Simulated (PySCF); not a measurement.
**Electric field gradients and quadrupole coupling constants**

C₆H₉FO.
Cartesian coordinates in Å at the PBE0-D3(BJ)/def2-SVP level; atoms count from 1:
```xyz
17
C6H9FO angstrom
C      3.008   -0.016    1.031
O      2.615   -1.228    0.451
C      1.299   -1.447    0.307
C      0.281   -0.650    0.663
C     -1.156   -1.016    0.430
C     -1.835   -0.088   -0.532
C     -2.896    0.663   -0.253
F     -3.492    0.651    0.942
H      4.105   -0.012    1.057
H      2.620    0.084    2.061
H      2.655    0.848    0.440
H      1.121   -2.421   -0.162
H      0.469    0.323    1.126
H     -1.210   -2.049    0.042
H     -1.713   -1.010    1.381
H     -1.417    0.007   -1.538
H     -3.379    1.349   -0.954
```

Field gradients from the PBE0/pcSseg-1 density (PySCF, non-relativistic), principal values in atomic units, ordered |Vxx| ≤ |Vyy| ≤ |Vzz|:

```tsv
atom	Vxx	Vyy	Vzz
O2	-0.3483	-1.5245	1.8727
```

Problem. Find the asymmetry η = (Vxx − Vyy)/Vzz and the couplings χ = eQV/h (234.96 MHz × Q in barn × V in au), with Q(17O) = −0.0256 b.

Solution. 
```csv
atom,environment,nucleus,η,χzz (MHz),χxx (MHz),χyy (MHz)
O2,ether oxygen,17O,0.63,-11.26,2.09,9.17
```

Problem. What is Vzz at O2 in SI units (1 au = 9.71736 × 10²¹ V/m²)?

Solution. 1.8727 au = 18.198 × 10²¹ V/m².

Problem. And the gradient at the other heavy atoms, for which no coupling is worked out here?

Solution. 
| atom | environment | Vzz (au) | η |
| --- | --- | --- | --- |
| C1 | methoxy carbon | 0.404 | 0.07 |
| C3 | vinylic carbon bearing oxygen | -0.343 | 0.09 |
| C4 | alkene CH carbon | -0.120 | 0.90 |
| C5 | allylic carbon | -0.089 | 0.65 |
| C6 | alkene CH carbon | 0.210 | 0.55 |
| C7 | vinylic C–F carbon | -0.437 | 0.89 |
| F8 | vinyl fluorine | 2.867 | 0.15 |

Were the hydrogens deuterons (Q(2H) = 0.00286 b), χzz would run from 184 kHz (H11 and H10) to 206 kHz (H13).

One conformer (not necessarily the lowest) at the PBE0-D3(BJ)/def2-SVP geometry, without solvent, vibrations or thermal averaging. The small basis limits the accuracy of the gradients.
